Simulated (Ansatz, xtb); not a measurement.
# Cl2H4In2: which of two structures lies lower

We compare I, a singlet given by its coordinates, with II, a singlet given by its coordinates. Both are isolated molecules in the gas phase, relaxed with PBE0-D4/def2-SVP.

I (Å):

```yaml
atoms:
  - { symbol: Cl, position_ang: [-2.8369, -3.2512, 1.9477] }
  - { symbol: Cl, position_ang: [-0.8210, -2.3219, -1.2587] }
  - { symbol: In, position_ang: [-2.2056, -1.3806, 0.6718] }
  - { symbol: In, position_ang: [1.0117, -1.4988, 0.3856] }
  - { symbol: H, position_ang: [-3.2411, -0.1370, 0.1401] }
  - { symbol: H, position_ang: [1.5357, -2.8965, 1.2055] }
  - { symbol: H, position_ang: [1.6352, -0.0855, -0.3398] }
  - { symbol: H, position_ang: [-0.5493, -0.8475, 1.4084] }
```

Close contacts (Å): Cl1–In3 2.35, Cl2–In3 2.56, Cl2–In4 2.60, In3–In4 3.23, In3–H5 1.70, In3–H8 1.89, In4–H6 1.70, In4–H7 1.71, In4–H8 1.98.

II (Å):

```tsv
atom	x (Å)	y (Å)	z (Å)
Cl	-1.7554	0.1607	-0.1964
Cl	1.7552	-0.1610	0.1984
In	0.1417	1.8522	0.2492
In	-0.1417	-1.8522	-0.2494
H	0.3816	2.6249	-1.2539
H	-0.0100	2.2315	1.9065
H	0.0101	-2.2294	-1.9072
H	-0.3815	-2.6267	1.2527
```

Close contacts (Å): Cl1–In3 2.58, Cl1–In4 2.58, Cl2–In3 2.58, Cl2–In4 2.58, In3–H5 1.71, In3–H6 1.71, In4–H7 1.71, In4–H8 1.71.

Task: Estimate E(II) − E(I) at the level CCSD(T)/def2-SVP + ΔMP2/def2-TZVPP.

Result: Calculated at CCSD(T)/def2-SVP + ΔMP2/def2-TZVPP: E(II) − E(I) = −35.3 kJ/mol, so structure II lies lower.

How the difference moves with the method:

```json
{"level": "GFN2-xTB", "geometry": "GFN2-xTB", "E(II) − E(I) (kJ/mol)": "−72.9", "departure from the last row (kJ/mol)": "−37.5", "job, with rough time for the two": "optimisation, 0.25 s"}
{"level": "HF/STO-3G", "geometry": "GFN2-xTB", "E(II) − E(I) (kJ/mol)": "−110.8", "departure from the last row (kJ/mol)": "−75.4", "job, with rough time for the two": "single point, 4 s"}
{"level": "r2SCAN-D4/def2-SVP", "geometry": "GFN2-xTB", "E(II) − E(I) (kJ/mol)": "−51.9", "departure from the last row (kJ/mol)": "−16.5", "job, with rough time for the two": "single point, 9 s"}
{"level": "PBE0-D4/def2-SVP", "geometry": "PBE0-D4/def2-SVP", "E(II) − E(I) (kJ/mol)": "−48.1", "departure from the last row (kJ/mol)": "−12.7", "job, with rough time for the two": "optimisation, 78 s"}
{"level": "HF/def2-SVP", "geometry": "PBE0-D4/def2-SVP", "E(II) − E(I) (kJ/mol)": "−54.2", "departure from the last row (kJ/mol)": "−18.9", "job, with rough time for the two": "part of the CCSD(T) run"}
{"level": "MP2/def2-SVP", "geometry": "PBE0-D4/def2-SVP", "E(II) − E(I) (kJ/mol)": "−49.8", "departure from the last row (kJ/mol)": "−14.4", "job, with rough time for the two": "part of the CCSD(T) run"}
{"level": "CCSD(T)/def2-SVP", "geometry": "PBE0-D4/def2-SVP", "E(II) − E(I) (kJ/mol)": "−48.1", "departure from the last row (kJ/mol)": "−12.8", "job, with rough time for the two": "single point"}
{"level": "CCSD(T)/def2-SVP + ΔMP2/def2-TZVPP", "geometry": "PBE0-D4/def2-SVP", "E(II) − E(I) (kJ/mol)": "−35.3", "departure from the last row (kJ/mol)": "", "job, with rough time for the two": "single point, 65 s"}
```

The levels shown agree on the order. The largest departure from CCSD(T)/def2-SVP + ΔMP2/def2-TZVPP is that of HF/STO-3G, 75.4 kJ/mol. The last row adds to CCSD(T) the change of the MP2 difference between the two basis sets, here +12.8 kJ/mol, a large step that makes the value less sure.

With harmonic frequencies from PBE0-D4/def2-SVP (ideal gas, rigid rotor, one conformer each, 298.15 K, 1 atm): on the last row, ΔE + ΔZPE = −35.5 kJ/mol. A mode under 50 cm⁻¹ makes harmonic enthalpies and free energies unreliable, so none is given.

The correlated steps freeze 18 core orbitals; the filled d shell of In is correlated, in a basis made for valence electrons. Atoms past krypton carry core potentials in the def2 sets, other sets are all-electron and non-relativistic, and no spin–orbit term is included. Programs: Ansatz 0.2.0, xtb 6.7.1; the last row on 2 threads of Arm Neoverse N1 on a shared host.
